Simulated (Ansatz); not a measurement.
Several settings on one geometry of (H2Ga-mu-H)3 (Ga3H9) (that of the charge 0 singlet, PBE-D4/def2-SVP). Ansatz on 2 threads of Arm Neoverse V2 on a shared host; times are rough.

```xyz
12

Ga   -0.508    1.664   -0.434
H     0.254    3.008   -0.162
H    -1.848    1.363   -1.190
H     0.734    0.672   -1.105
Ga    0.747   -1.049   -1.238
H     2.247   -1.407   -0.955
H    -0.214   -1.447   -2.411
H    -0.170   -1.465    0.164
Ga   -0.236   -0.620    1.667
H    -1.555   -1.182    2.304
H     1.220   -0.493    2.232
H    -0.672    0.955    1.126
```

Totals from different functionals, basis sets or treatments of relativity can't be compared as stabilities.

The spins typed aren't always the lowest for that charge.

Give the basis size and estimate the energy, ⟨S²⟩ and time of these runs.

```tsv
run	method	charge	state	further keys
1	UKS B97/aug-cc-pVDZ	-1	doublet	scf: {lower_state_search: off}; forces asked
2	RKS BHLYP/def2-TZVP	0	singlet	–
3	UKS ωB97X/aug-cc-pVDZ	1	doublet	final_grid: {core_spheres: 20, valence_spheres: 16, degree: 47}
```


```csv
run,functions,energy (Eh),⟨S²⟩,wall time
1,189,-5779.5422,0.75,46 s
2,198,-5779.8410,–,5.5 s
3,189,-5779.5535,0.77,96 s
```
